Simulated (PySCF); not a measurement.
Excitation energy of Cu by level of theory

Cu [Ar] 3d10 4s1 (2S) → Cu [Ar] 3d9 4s1 4p1 (high-spin determinant), as a difference of total energies. All numbers are calculated (PySCF 2.14, scalar relativity by spin-free X2C-1e, in ANO-RCC-VTZP (6s5p3d2f1g, 59 functions)). Correlated levels: valence: [Ar] frozen. The calculations carry no spin-orbit coupling.

| method | excitation energy (cm⁻¹) |
| --- | --- |
| UHF | 17992 |
| MP2 (valence) | 46570 |
| SCS-MP2 (valence) | 43756 |
| CCSD (valence) | 37639 |
| CCSD(T) (valence) | 39750 |

A first-order spin-orbit estimate (lowest level to lowest level, LS coupling) adds -0.086 eV.

The basis was made for the ground configuration and has no added diffuse functions, so the excitation energy can come out too high.

The determinant of the upper state mixes LS terms, which raises its energy above the lowest term, most at the Hartree-Fock and MP2 levels.
